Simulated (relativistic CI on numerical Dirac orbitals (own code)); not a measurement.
Mo24+: sensitivity of the levels to the model

Base calculation: Dirac-Coulomb-Breit CI, orbitals from a KLI potential per configuration, a model potential for QED, unscaled Slater integrals.

Configuration list (outside the closed core [Ne]): 3s²3p⁶, 3s²3p⁵3d, 3s3p⁶3d, 3s²3p⁵4s, 3s²3p⁵4p, 3s²3p⁵4d, 3s3p⁶4s, 3p⁶3d4p, 3s²3p⁵4f, 3s3p⁶4p, 3s3p⁶4d, 3s3p⁶4f, 3s²3p⁵5s, 3s²3p⁵5p, 3s²3p⁵5d, 3s²3p⁵5f, 3s²3p⁵5g, 3s3p⁶5s, 3s3p⁶5p, 3s3p⁶5d, 3s²3p⁵6s, 3s²3p⁵6p, 3p⁶3d², 3p⁵3d³, 3p⁵3d²4s, 3p⁵3d²4p, 3p⁵3d²4d, 3p⁶3d4s, 3p⁵3d4s², 3p⁵3d4s4p, 3p⁵3d4s4d. Double excitations out of closed p, d and f shells are left out; levels of such configurations are missing from the list, as are those of other unlisted configurations, and high levels can miss mixing partners. These lack a partner that the ground configuration has and come out too high: 3s²3p⁵4f, 3s²3p⁵5s, 3s²3p⁵5p, 3s²3p⁵5d, 3s²3p⁵5f.

Variants: (1) Breit term removed; (2) only the first 3 configurations. Shifts of the energy above 3s²3p⁶ ¹S0, in cm⁻¹, for the lowest level and the first level of each name with at least 55 % of one term (blank where a level changes its place among those of its configuration and J or its character, or is not in the variant):

```tsv
Level	Base	Δ(1)	Δ(2)
3s²3p⁶ ¹S0	0	0	0
3s²3p⁵3d ³P°0	891388	+1877	-419
3s²3p⁵3d ³P°1	912842	+2830	-424
3s²3p⁵3d ³F°3	953339	+3073	+186
3s²3p⁵3d ³P°2	954907	+3438	-393
3s²3p⁵3d ³F°4	964822	+4898	+466
3s²3p⁵3d ³D°3	1033599	+4294	-495
3s²3p⁵3d ³D°1	1091378	+4133	-537
3s²3p⁵3d ³F°2	1131811	+5850	+40
3s²3p⁵3d ¹P°1	1376438	+4977	-110
3s3p⁶3d ³D1	1887157	+2005	+807
3s3p⁶3d ³D2	1898497	+2688	+808
3s3p⁶3d ³D3	1924858	+4178	+796
3s3p⁶3d ¹D2	1999347	+3553	+1073
```

At this charge energies of transitions that change n are usually good to better than 1 %, and those within a shell (Δn = 0) to a few per cent.

Ionisation energy from the two ground configurations alone: base 1263.1 eV; Breit term removed 1263.81 eV. The NIST ASD value (semi-empirical) is 1263 eV.

LS names give the leading component of a level, which can be under half, so a name can repeat, a term be missing and a line seem to break the LS rules.
